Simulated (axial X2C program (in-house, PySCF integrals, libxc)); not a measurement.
**Outer orbitals of CsSe at 3.198 Å, PBE0**

Calculated with an axial X2C code built on PySCF integrals. Spin-free means the one-electron spin-free X2C Hamiltonian; two-component (2c) means X2C with spin–orbit coupling and atomic mean-field two-electron Coulomb and Gaunt terms, so the difference of the two also holds small scalar two-electron terms. Basis: Cs dyall-cv3z [15s15p9d4f1g], Se dyall-cv3z [8s9p6d4f1g] (cores contracted in-house); Gaussian nuclei, density fitting, unrestricted open shells. Masses: Cs 132.905 u, Se 79.917 u.

The distance is close to the 2c PBE0 minimum; the highest filled and lowest empty levels are listed.

Spin-free orbitals, state M_S = 1/2, Λ = 1 (beyond evenly filled blocks: π+α, π+β, π-α) (Löwdin shares):

```csv
symmetry,occupied,ε (eV),atomic character
σα,yes,-29.05,100% Cs s
σβ,yes,-29.05,100% Cs s
σα,yes,-16.55,"79% Se s, 15% Cs p, 4% Cs d"
σβ,yes,-15.67,"57% Se s, 38% Cs p, 3% Cs d"
π+β,yes,-14.98,100% Cs p
π+α,yes,-14.98,100% Cs p
π-α,yes,-14.98,100% Cs p
π-β,yes,-14.97,100% Cs p
σα,yes,-14.62,"86% Cs p, 10% Se s"
σβ,yes,-14.40,"64% Cs p, 31% Se s"
π+α,yes,-5.29,"93% Se p, 5% Cs d"
π-α,yes,-5.29,"93% Se p, 5% Cs d"
σα,yes,-4.90,"86% Se p, 6% Cs d, 4% Cs s"
σβ,yes,-4.58,"85% Se p, 7% Cs d, 5% Cs s"
π+β,yes,-4.35,"91% Se p, 6% Cs d, 2% Cs p"
π-β,no,-2.20,"87% Se p, 9% Cs d, 4% Cs p"
σβ,no,-1.20,"80% Cs s, 16% Cs p"
σα,no,-1.19,"82% Cs s, 14% Cs p"
π+β,no,-0.12,"88% Cs p, 12% Cs d"
π-β,no,-0.11,"87% Cs p, 13% Cs d"
```

Spinors with spin–orbit coupling (state Ω = 3/2):

```
   ω  occupied  ε (eV)             atomic character     λ mixture
 1/2       yes  -29.05                    100% Cs s        100% σ
-1/2       yes  -29.05                    100% Cs s        100% σ
 1/2       yes  -16.60  66% Se s, 29% Cs p, 3% Cs d   92% σ, 8% π
-1/2       yes  -16.15           88% Cs p, 11% Se s  52% π, 48% σ
 1/2       yes  -15.89           81% Cs p, 17% Se s  68% π, 32% σ
-1/2       yes  -15.37  60% Se s, 35% Cs p, 3% Cs d  71% σ, 29% π
 3/2       yes  -14.44                    100% Cs p        100% π
-3/2       yes  -14.44                    100% Cs p        100% π
 1/2       yes  -14.21            92% Cs p, 6% Se s  76% σ, 24% π
-1/2       yes  -14.09           79% Cs p, 17% Se s  81% σ, 19% π
-1/2       yes   -5.41            93% Se p, 5% Cs d   97% π, 3% σ
 3/2       yes   -5.16            93% Se p, 5% Cs d        100% π
 1/2       yes   -4.94   86% Se p, 6% Cs d, 4% Cs s   92% σ, 8% π
-1/2       yes   -4.54   85% Se p, 7% Cs d, 5% Cs s   97% σ, 3% π
 1/2       yes   -4.41   90% Se p, 6% Cs d, 2% Cs p   92% π, 8% σ
-3/2        no   -2.11  86% Se p, 10% Cs d, 4% Cs p        100% π
-1/2        no   -1.20           80% Cs s, 16% Cs p        100% σ
 1/2        no   -1.20           82% Cs s, 14% Cs p        100% σ
 1/2        no   -0.13           87% Cs p, 13% Cs d   98% π, 2% σ
```

Q: How does the gap between the highest filled and lowest empty level change from the spin-free to the 2c table?

A: From 2.15 to 2.30 eV at PBE0, a change of 0.15 eV.

Mulliken charges and populations of the two-component result (they depend on the basis, above all on diffuse functions):

Cs 0.68 e (s 10.09 p 24.02 d 20.20 f 0.01), Se -0.68 e (s 7.99 p 16.69 d 10.01). ⟨Lz⟩ = 1.00 ħ and ⟨Sz⟩ = 0.50 ħ (0.00 and 0.50 on the two atoms), which add up to Ω.

The state is one determinant whose occupation by symmetry is held fixed; it was picked as the lowest of a PBE0 search that is not exhaustive. Density functionals use the spin component along the axis (collinear). PBE0 can misorder states that lie within some tenths of an eV, so this need not be the ground state of the molecule. The nearest other spin-free determinant of the search, M_S = 1/2, Λ = 0, lies 0.13 eV up at the distance of the search. Without a current term, density functionals place determinants with orbital angular momentum somewhat too high.
